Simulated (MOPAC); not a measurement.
Input for MOPAC: PM6 on H3NSe (SMILES N[SeH]), a point of a bond scan (R = 2.732 Å).

```
PM6 1SCF PRECISE CHARGE=0 THREADS=1
H3NSe

Se    -0.04297444 1     0.31558987 1     0.23261758 1
H     -1.26689466 1     0.77294197 1    -0.47788287 1
N      0.36656617 1    -1.22733427 1    -0.72479358 1
H      0.85611243 1    -0.64240163 1    -3.34825225 1
H     -0.38581730 1    -1.90096526 1    -0.66111496 1
```

Program output:

```
*******************************************************************************
 **                                                                           **
 **                              MOPAC v23.2.5                                **
 **                                                                           **
 *******************************************************************************
 ** MOPAC's Digital Object Identifier: https://doi.org/10.5281/zenodo.6511958 **
 **                                                                           **
 ** Please cite the open-source release paper for use of this MOPAC version:  **
 ** J. E. Moussa and J. J. P. Stewart (2026)                                  **
 ** MOPAC: An open-source semiempirical molecular orbital program             **
 ** J. Open Source Softw., 11(119), 8025, https://doi.org/10.21105/joss.08025 **
 *******************************************************************************

                              PM6 CALCULATION RESULTS

 *******************************************************************************
 *  PM6        - The PM6 Hamiltonian to be used
 *
 *
 *
 *                 CHARGE ON SYSTEM = 0
 *
 *
 *
 *  PRECISE    - TIGHTER CRITERIA TO BE USED
 *  1SCF       - DO 1 SCF AND THEN STOP
 *  THREADS=1  - MULTI-THREADING NOT USED
 *  T=         - A TIME OF 172800.0 SECONDS REQUESTED
 *  DUMP=N     - RESTART FILE WRITTEN EVERY 7200.0 SECONDS REQUESTED
 *******************************************************************************
PM6 1SCF PRECISE CHARGE=0 THREADS=1
 H3NSe

   ATOM   CHEMICAL          X               Y               Z
  NUMBER   SYMBOL      (ANGSTROMS)     (ANGSTROMS)     (ANGSTROMS)

     1      Se         -0.04297444  *   0.31558987  *   0.23261758  *
     2       H         -1.26689466  *   0.77294197  *  -0.47788287  *
     3       N          0.36656617  *  -1.22733427  *  -0.72479358  *
     4       H          0.85611243  *  -0.64240163  *  -3.34825225  *
     5       H         -0.38581730  *  -1.90096526  *  -0.66111496  *



          CARTESIAN COORDINATES

    NO.       ATOM           X           Y           Z

     1        Se         -0.0430      0.3156      0.2326
     2         H         -1.2669      0.7729     -0.4779
     3         N          0.3666     -1.2273     -0.7248
     4         H          0.8561     -0.6424     -3.3483
     5         H         -0.3858     -1.9010     -0.6611

 General Reference for PM6:
 "Optimization of Parameters for Semiempirical Methods V: Modification of NDDO Approximations
 and Application to 70 Elements", J. J. P. Stewart, J. Mol. Mod., 13, 1173-1213 (2007)
 URL: https://link.springer.com/article/10.1007/s00894-007-0233-4

           Empirical Formula: H3 N Se  =     5 atoms



      MOLECULAR POINT GROUP   :   C1


      RHF CALCULATION, NO. OF DOUBLY OCCUPIED LEVELS = 7


 -------------------------------------------------------------------------------
 PM6 1SCF PRECISE CHARGE=0 THREADS=1
 H3NSe



     1SCF WAS SPECIFIED, SO BFGS WAS NOT USED
     SCF FIELD WAS ACHIEVED


                              PM6 CALCULATION
                                                       MOPAC v23.2.5 Linux




          FINAL HEAT OF FORMATION =        188.90434 KCAL/MOL =     790.37574 KJ/MOL


          COSMO AREA              =         94.48 SQUARE ANGSTROMS
          COSMO VOLUME            =         73.62 CUBIC ANGSTROMS

          IONIZATION POTENTIAL    =          7.485774 EV
          HOMO LUMO ENERGIES (EV) =         -7.486 -2.570
          NO. OF FILLED LEVELS    =          7
          MOLECULAR WEIGHT        =         95.9904         POINT GROUP:  C1

          MOLECULAR DIMENSIONS (Angstroms)

            Atom       Atom       Distance
            H     4    H     2     3.84049
            H     5    H     2     2.31720
           Se     1    H     5     1.26358


          SCF CALCULATIONS        =          1





   ATOM   CHEMICAL          X               Y               Z
  NUMBER   SYMBOL      (ANGSTROMS)     (ANGSTROMS)     (ANGSTROMS)

     1      Se         -0.04297444  *   0.31558987  *   0.23261758  *
     2       H         -1.26689466  *   0.77294197  *  -0.47788287  *
     3       N          0.36656617  *  -1.22733427  *  -0.72479358  *
     4       H          0.85611243  *  -0.64240163  *  -3.34825225  *
     5       H         -0.38581730  *  -1.90096526  *  -0.66111496  *

                             CARTESIAN COORDINATES

   1   Se       -0.042974440     0.315589870     0.232617580
   2    H       -1.266894660     0.772941970    -0.477882870
   3    N        0.366566170    -1.227334270    -0.724793580
   4    H        0.856112430    -0.642401630    -3.348252250
   5    H       -0.385817300    -1.900965260    -0.661114960


           Empirical Formula: H3 N Se  =     5 atoms



      MOLECULAR POINT GROUP   :   C1


                  EIGENVALUES
 -26.69973 -21.62150 -14.72036 -12.84885 -10.69587  -8.84819  -7.48577  -2.56987
   0.72099   2.33465   6.66767


              NET ATOMIC CHARGES AND DIPOLE CONTRIBUTIONS

  ATOM NO.   TYPE          CHARGE      No. of ELECS.   s-Pop       p-Pop
    1         Se           0.067477        5.9325     1.97867     3.95385
    2          H           0.051278        0.9487     0.94872
    3          N          -0.628992        5.6290     1.80205     3.82694
    4          H           0.304865        0.6951     0.69514
    5          H           0.205372        0.7946     0.79463
 DIPOLE           X         Y         Z       TOTAL
 POINT-CHG.    -0.560     1.185    -3.408     3.651
 HYBRID        -1.321    -0.327    -0.288     1.391
 SUM           -1.881     0.858    -3.696     4.235


          ATOMIC ORBITAL ELECTRON POPULATIONS

     Atom    s        px        py        pz
    1 Se   1.97867   1.33658   1.25692   1.36035
    2  H   0.94872
    3  N   1.80205   1.42293   1.12313   1.28087
    4  H   0.69514
    5  H   0.79463

 **********************
 *                    *
 * JOB ENDED NORMALLY *
 *                    *
 **********************




 == MOPAC DONE ==
```

The run finished.

Cost: very roughly 0.04 core-seconds.
